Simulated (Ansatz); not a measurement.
Geometry optimisation, Ansatz 0.2.0, RKS r2SCANh/def2-SVP.

input.yaml

```yaml
crystal:
  periodic: [false, false, false]
  atoms:
    - { symbol: B, position_ang: [0.1187, 1.4891, 1.1691] }
    - { symbol: O, position_ang: [-0.0523, 1.2387, -0.2715] }
    - { symbol: Si, position_ang: [-0.0649, -0.4734, -0.4166] }
    - { symbol: S, position_ang: [-0.6442, -1.0212, -2.3619] }
    - { symbol: Cl, position_ang: [1.9203, -1.2029, -0.1521] }
    - { symbol: H, position_ang: [1.1358, 1.713, 1.6405] }
    - { symbol: H, position_ang: [-0.8741, 1.6668, 1.822] }
    - { symbol: H, position_ang: [-0.8886, -1.071, 0.5876] }
    - { symbol: H, position_ang: [-0.5622, -2.3853, -2.0343] }
basis:
  gaussian: { orbitals: def2-SVP }
hamiltonian:
  xc: r2scanh
relax:
  f_tol: 0.015
  max_steps: 40
output:
  orbitals: {}
```

Command:

```bash
$ ansatz run input.yaml --threads 2 --pin off --max-ram 3072MiB --backend cpu --events-out ev --progress --plain --runs-dir out
```

Q: Where does it end, and by what steps?

A: The forces met the threshold. After 15 steps the energy has fallen by 0.992 eV; O2 moved furthest, 1.19 Å.

| step | energy less start (eV) | largest force component (eV/Å) | accepted |
| --- | --- | --- | --- |
| 0 | 0.0000 | 3.013 | yes |
| 1 | -0.2235 | 2.485 | yes |
| 2 | -0.4882 | 1.620 | yes |
| 3 | -0.6905 | 0.481 | yes |
| 4 | -0.7956 | 0.190 | yes |
| 5 | -0.8204 | 1.266 | yes |
| 6 | -0.9138 | 0.192 | yes |
| 7 | -0.9596 | 0.246 | yes |
| 8 | -0.9787 | 0.409 | yes |
| 9 | -0.9356 | 0.947 | no |
| 10 | -0.9901 | 0.107 | yes |
| 11 | -0.9913 | 0.079 | yes |
| 12 | -0.9915 | 0.125 | yes |
| 13 | -0.9923 | 0.028 | yes |
| 14 | -0.9921 | 0.060 | no |
| 15 | -0.9924 | 0.007 | yes |

```xyz
9
Properties=species:S:1:pos:R:3
B 0.049 1.666 1.079
O -0.552 0.564 0.569
Si -0.127 -0.869 -0.144
S -0.783 -0.689 -2.156
Cl 1.909 -1.179 -0.041
H 1.256 1.738 1.113
H -0.666 2.547 1.488
H -0.776 -1.964 0.601
H -0.223 -1.860 -2.526
```

The run took 69 s on 2 threads of Arm Neoverse V2, on a shared host, peak memory 0.25 GiB.
